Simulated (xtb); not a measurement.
xtb input (GFN1-xTB):

```bash
xtb mol.xyz --gfn 1 --sp --chrg -1 --uhf 0
```
mol.xyz:
```
8

C     -1.48752731    -0.09093492    -0.13571931
B      0.11923465     0.14157683    -0.02817127
O      0.76600735     1.23227617    -0.27483172
O      0.76822673    -1.08768785     0.40004071
H     -1.91471710    -0.40233637     0.82663129
H     -1.99995242     0.81984451    -0.45643002
H     -1.73209843    -0.88946554    -0.84854080
H      1.70188590    -0.84702375     0.43183988
```

End of the output:

```
         :::::::::::::::::::::::::::::::::::::::::::::::::::::
         ::                     SUMMARY                     ::
         :::::::::::::::::::::::::::::::::::::::::::::::::::::
         :: total energy             -15.395422959321 Eh    ::
         :: gradient norm              0.028809595215 Eh/a0 ::
         :: HOMO-LUMO gap              6.665290408771 eV    ::
         ::.................................................::
         :: SCC energy               -15.512985565476 Eh    ::
         :: -> electrostatic           0.262603353813 Eh    ::
         :: repulsion energy           0.119216479410 Eh    ::
         :: dispersion energy         -0.001653873255 Eh    ::
         :: halogen bond corr.         0.000000000000 Eh    ::
         :: add. restraining           0.000000000000 Eh    ::
         :: total charge              -1.000000000000 e     ::
         :::::::::::::::::::::::::::::::::::::::::::::::::::::

           -------------------------------------------------
          |                Property Printout                |
           -------------------------------------------------

    * Orbital Energies and Occupations

         #    Occupation            Energy/Eh            Energy/eV
      -------------------------------------------------------------
         1        2.0000           -0.5205184             -14.1640
         2        2.0000           -0.4450510             -12.1105
         3        2.0000           -0.4083524             -11.1118
         4        2.0000           -0.3719437             -10.1211
         5        2.0000           -0.3161400              -8.6026
         6        2.0000           -0.3056594              -8.3174
         7        2.0000           -0.3011097              -8.1936
         8        2.0000           -0.2775041              -7.5513
         9        2.0000           -0.2671039              -7.2683
        10        2.0000           -0.2161064              -5.8806
        11        2.0000           -0.2064479              -5.6177
        12        2.0000           -0.1674823              -4.5574 (HOMO)
        13                          0.0774626               2.1079 (LUMO)
        14                          0.0998946               2.7183
        15                          0.1155299               3.1437
        16                          0.1438134               3.9134
Note: The following floating-point exceptions are signalling: IEEE_DENORMAL
normal termination of xtb
        17                          0.1481595               4.0316
        18                          0.3778358              10.2814
        19                          0.4472157              12.1694
        20                          0.4672477              12.7145
        21                          0.5491186              14.9423
        22                          0.6297826              17.1373
        23                          0.6621093              18.0169
        24                          1.0019865              27.2654
      -------------------------------------------------------------
                  HL-Gap            0.2449449 Eh            6.6653 eV
             Fermi-level           -0.0450099 Eh           -1.2248 eV

  Mulliken/CM5 charges         n(s)   n(p)   n(d)
     1C    -0.20720 -0.29266   1.030  3.177  0.000
     2B     0.45830  0.30703   0.834  1.707  0.000
     3O    -0.78951 -0.76192   1.738  5.051  0.000
     4O    -0.67749 -0.82364   1.718  4.959  0.000
     5H    -0.02291  0.03310   1.023  0.000  0.000
     6H    -0.02320  0.03334   1.023  0.000  0.000
     7H    -0.02291  0.03310   1.023  0.000  0.000
     8H     0.28491  0.47165   0.715  0.000  0.000

Wiberg/Mayer (AO) data.
largest (>0.10) Wiberg bond orders for each atom

 ---------------------------------------------------------------------------
     #   Z sym  total        # sym  WBO       # sym  WBO       # sym  WBO
 ---------------------------------------------------------------------------
     1   6 C    3.911 --     6 H    0.991     5 H    0.985     7 H    0.985
                             2 B    0.881
     2   5 B    3.383 --     3 O    1.598     4 O    0.887     1 C    0.881
     3   8 O    1.772 --     2 B    1.598
     4   8 O    1.897 --     8 H    0.909     2 B    0.887
     5   1 H    1.011 --     1 C    0.985
     6   1 H    1.015 --     1 C    0.991
     7   1 H    1.011 --     1 C    0.985
     8   1 H    0.952 --     4 O    0.909
 ---------------------------------------------------------------------------

Topologies differ in total number of bonds
Writing topology from bond orders to xtbtopo.mol

 dipole moment from electron density (au)
     X       Y       Z
  -0.3811  -0.9643   0.2389  total (Debye):    2.705

           -------------------------------------------------
          | TOTAL ENERGY              -15.395422959321 Eh   |
          | GRADIENT NORM               0.028809595215 Eh/α |
          | HOMO-LUMO GAP               6.665290408771 eV   |
           -------------------------------------------------

------------------------------------------------------------------------
------------------------------------------------------------------------
 total:
 SCF:
```

It need not be the lowest isomer of its formula. Whether it binds its extra electron was not tested at this geometry.
